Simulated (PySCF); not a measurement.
Species: C6H11ClSi2.
Geometry (GFN2-xTB, Å), atoms numbered from 1 in this order:
```xyz
20
C6H11ClSi2 angstrom
C      2.8964    0.8330   -0.5686
C      2.6466   -0.6577   -0.3350
C      1.2243   -0.9419   -0.2997
C      0.0381   -1.1305   -0.2679
C     -1.3659   -1.3550   -0.2368
Si    -2.5230   -0.4239   -1.4185
C     -2.2514   -0.2841    0.4505
Si    -1.3987    1.1593    1.2976
Cl    -2.8595    2.4071    1.9507
H      2.4220    1.4213    0.2144
H      2.4830    1.1399   -1.5271
H      3.9641    1.0433   -0.5664
H      3.1089   -1.2421   -1.1369
H      3.1003   -0.9643    0.6131
H     -1.6127   -2.3807    0.0232
H     -1.9419    0.5774   -2.2907
H     -3.6999   -1.1414   -1.8786
H     -3.0369   -0.7252    1.0597
H     -0.6342    0.7465    2.4748
H     -0.5647    1.9297    0.3778
```

Definitions: NICS(0) = −σiso at the ring centroid; NICS(1) = −σiso and NICS(1)zz = −σzz at ±1 Å along the ring normal z. Level: GIAO PBE0/pcSseg-1 (PySCF, non-relativistic, gas phase) on the GFN2-xTB geometry, one conformer.

Ring bond lengths (Å), with Mayer bond orders in brackets: C5–Si6 1.898 (0.87), Si6–C7 1.894 (0.92), C7–C5 1.550 (0.85).

Task: What do the NICS probes read (ppm)?

Result: 
| ring | type | NICS(0) | NICS(1), two faces | NICS(1)zz, two faces | rms pucker (Å) | centre to ring atoms, mean (Å) |
| --- | --- | --- | --- | --- | --- | --- |
| C5–Si6–C7 | 3-membered ring with Si; formal bonds all single | -28.6 | -7.3 / -9.1 | -14.9 / -18.9 | 0.00 | 1.03 |

Task: What can be read from them?

Result: 
- C5–Si6–C7: mean NICS(1)zz -16.9 ppm, shielded. C5, Si6, C7 have four or more neighbours; no verdict on aromaticity is drawn. The two faces differ by 4.0 ppm, so no symmetry operation interchanges them. NICS(0) lies 20 ppm below the mean NICS(1).

Task: How shielded are the nuclei of the rings and their hydrogens (means over atoms taken as equivalent)?

Result: 
| atoms | environment | σ isotropic (ppm) | principal values of the symmetric part, first atom (ppm) |
| --- | --- | --- | --- |
| C5 | sp3 carbon bound to silicon | 184.8 | 161.1, 177.1, 216.3 |
| Si6 | SiH2 silicon | 481.2 | 374.7, 387.1, 681.9 |
| C7 | sp3 carbon bound to silicon | 183.6 | 151.5, 193.7, 205.8 |
| H15 | methine hydrogen | 29.75 | 22.4, 27.7, 39.2 |
| H16 | Si–H hydrogen | 28.91 | 23.8, 27.6, 35.4 |
| H17 | Si–H hydrogen | 28.70 | 23.3, 25.5, 37.3 |
| H18 | methine hydrogen | 31.29 | 24.9, 28.5, 40.5 |

On Arm Neoverse N1, one thread, no GPU, shared host, this took 85 s and 0.96 GiB of memory at its peak. This is the whole shielding run at PBE0/pcSseg-1, SCF included.
